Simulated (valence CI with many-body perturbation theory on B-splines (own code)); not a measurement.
## W⁵²⁺: one-electron terms

Level of theory: configuration interaction combined with many-body perturbation theory (CI+MBPT): four valence electrons over a frozen Dirac-Fock core [Ar], a basis of 7 s, 7 p, 8 d, 6 f, 4 g, 1 h functions for each j, with the one-electron correlation potential Σ1, the two-electron term Σ2, the three-electron term Σ3, Breit, model QED; selected CI, second order for the rest, scaled by the run's own slope (own B-spline code, finite nucleus).

The last digits are not significant, and no measured levels were compared; by estimate large intervals hold to a few tenths of a per cent, small ones and those within an open d or f shell to about a per cent. Excitations out of the core, of the other parity, are not computed and may begin above about 241 eV (a cautious bound); beyond it only levels of the ground parity were kept, without lifetimes. Only levels of the ground parity were solved; by the run's estimate the other parity begins above the list, which can be wrong where configurations are misplaced.

These are the spectroscopic orbitals of the CI (the correlating ones are not listed), shaped by the core and the other valence electrons. h is the expectation value of the core's Dirac-Fock operator, without the valence repulsion; Σ1 is computed up to l = 3 at one energy for each symmetry, that of its lowest orbital but kept below the first core excitation, so for empty shells it is not the orbital's own correlation shift; Breit and QED include the response of the core.

| Orbital | h (hartree) | Σ1 (cm⁻¹) | Breit (cm⁻¹) | QED (cm⁻¹) | ⟨r⟩ (bohr) |
| --- | --- | --- | --- | --- | --- |
| 4s1/2 | -117.93 | -8331 | 15972 | 12359 | 0.3688 |
| 5s1/2 | -72.528 | -3214 | 7704 | 6096 | 0.5989 |
| 6s1/2 | -49.101 | -1617 | 4219 | 3410 | 0.8868 |
| 4p1/2 | -114.79 | -11130 | 25516 | 519 | 0.3622 |
| 5p1/2 | -70.968 | -4034 | 12568 | 271 | 0.5957 |
| 6p1/2 | -48.218 | -1987 | 6958 | 156 | 0.8870 |
| 4p3/2 | -109.97 | -10213 | 14732 | 1596 | 0.3795 |
| 5p3/2 | -68.616 | -3886 | 7342 | 811 | 0.6170 |
| 6p3/2 | -46.896 | -1948 | 4484 | 461 | 0.9127 |
| 3d3/2 | -196.32 | -22007 | 32232 | -2226 | 0.1659 |
| 4d3/2 | -105.68 | -11058 | 12235 | -636 | 0.3570 |
| 5d3/2 | -66.538 | -4251 | 5963 | -288 | 0.6018 |
| 3d5/2 | -193.41 | -19799 | 17248 | -620 | 0.1697 |
| 4d5/2 | -104.58 | -10436 | 6534 | -66.9 | 0.3616 |
| 5d5/2 | -65.985 | -3961 | 3153 | -8.4 | 0.6075 |
| 4f5/2 | -100.72 | -28240 | 1948 | -478 | 0.3206 |
| 5f5/2 | -64.202 | -10982 | 850 | -224 | 0.5716 |
| 4f7/2 | -100.31 | -22073 | 107 | -231 | 0.3227 |
| 5f7/2 | -63.982 | -8601 | 117 | -98.1 | 0.5742 |
| 5g7/2 | -62.93 |  | 176 | -68.5 | 0.5125 |
| 5g9/2 | -62.824 |  | -40.1 | -6.0 | 0.5139 |

Among the shells of the start configuration 3d4, Σ1 is largest in size for 3d3/2, where it is 0.051 % of h.

Lowest root of each symmetry, sizes in configuration state functions:

| J | Parity | Roots | Reference | Variational | Second order | Change by selected CI (cm⁻¹) | Change by second order (cm⁻¹) |
| --- | --- | --- | --- | --- | --- | --- | --- |
| 0 | even | 5 | 37 | 4285 | 10894 | -12851 | -1 |
| 1 | even | 4 | 93 | 10617 | 14886 | -10804 | -1 |
| 2 | even | 8 | 133 | 16346 | 21011 | -12493 | -1 |
| 3 | even | 6 | 136 | 17330 | 25010 | -12838 | -2 |
| 4 | even | 7 | 121 | 17315 | 40037 | -12152 | -2 |
| 5 | even | 2 | 88 | 13105 | 2734 | -10917 | -3 |
| 6 | even | 2 | 56 | 10395 | 1561 | -11121 | -2 |
